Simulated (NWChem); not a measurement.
A series in which one site is exchanged, each optimised at B3LYP/6-31G* with NWChem, gas phase unless a solvent is named. All stand in one matching conformer (torsions within 35°), which need not be the lowest. Pople sets run with spherical d functions. This build's default masses of Se (78.918 u) and Br (79.917 u) are each other's, which moves their modes by up to 0.6 %. Shieldings are non-relativistic GIAO values without spin-orbit effects.

A: [Se](Br)N (NH$_{2}$SeBr; site = Se)
B: [NH2][Mg][Br] (MgNH$_{2}$Br; site = Mg)
C: [NH2][Zn][Br] (ZnNH2Br; site = Zn)
D: [Br][Be][NH2] (BeNH2Br; site = Be)

Values for A:

```
Quantity                                        Result
----------------------------------------------  ------
dipole (D), B3LYP/6-31G*                          2.53
orbital gap (eV), B3LYP/6-31G*                    3.92
static polarisability, B3LYP/def2-SVPD (bohr³)    64.8
15N shift against ammonia, PBE0/pcSseg-1 (ppm)    83.7
15N shift against ammonia, PBE/pcSseg-1 (ppm)     94.9
```

Problem. How do these values change for the other members?

Solution. 
| change from A | B | C | D |
|---|---|---|---|
| dipole (D), B3LYP/6-31G* | +0.14 | +0.23 | +0.16 |
| orbital gap (eV), B3LYP/6-31G* | +0.70 | +1.75 | +3.29 |
| static polarisability, B3LYP/def2-SVPD (bohr³) | -8.8 | -9.6 | -18.5 |
| 15N shift against ammonia, PBE0/pcSseg-1 (ppm) | -115.9 | -97.4 | -60.1 |
| 15N shift against ammonia, PBE/pcSseg-1 (ppm) | -125.5 | -98.5 | -67.8 |
